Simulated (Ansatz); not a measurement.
One change: `F[SiH](S)[GeH3]` becomes `B[SiH](F)S`.

Ansatz, PBE0-D4/def2-TZVP geometries, multiplicity 1. Each molecule was computed in one conformer, which needn't be the lowest.

Scalar relativity is left out up to krypton.

```
                               property  `F[SiH](S)[GeH3]`
HOMO–LUMO gap (ωB97M-V/def2-TZVPP) / eV              11.48
      HOMO energy (PBE/def2-TZVPP) / eV              -6.67
  HOMO–LUMO gap (B3LYP/def2-TZVPP) / eV               7.16
    HOMO–LUMO gap (PBE/def2-TZVPP) / eV               5.56
    LUMO energy (B3LYP/def2-TZVPP) / eV              -0.46
    HOMO energy (B3LYP/def2-TZVPP) / eV              -7.62
```

Question: What does the change do to each property? (Best estimate.)

Answer: The calculation gave: 
```tsv
property	`B[SiH](F)S`	shift
HOMO–LUMO gap (ωB97M-V/def2-TZVPP) / eV	10.68	-0.80
HOMO energy (PBE/def2-TZVPP) / eV	-6.38	0.29
HOMO–LUMO gap (B3LYP/def2-TZVPP) / eV	6.43	-0.73
HOMO–LUMO gap (PBE/def2-TZVPP) / eV	4.89	-0.67
LUMO energy (B3LYP/def2-TZVPP) / eV	-0.87	-0.41
HOMO energy (B3LYP/def2-TZVPP) / eV	-7.30	0.32
```

With PBE0 the HOMO rises by 0.37 eV and the LUMO falls by 0.36 eV, so the gap narrows by about 0.73 eV. PBE moves the HOMO by 0.29 eV and ωB97M-V by 0.41 eV.

B3LYP here is the variant with VWN-RPA as its local correlation; programs differ in this.
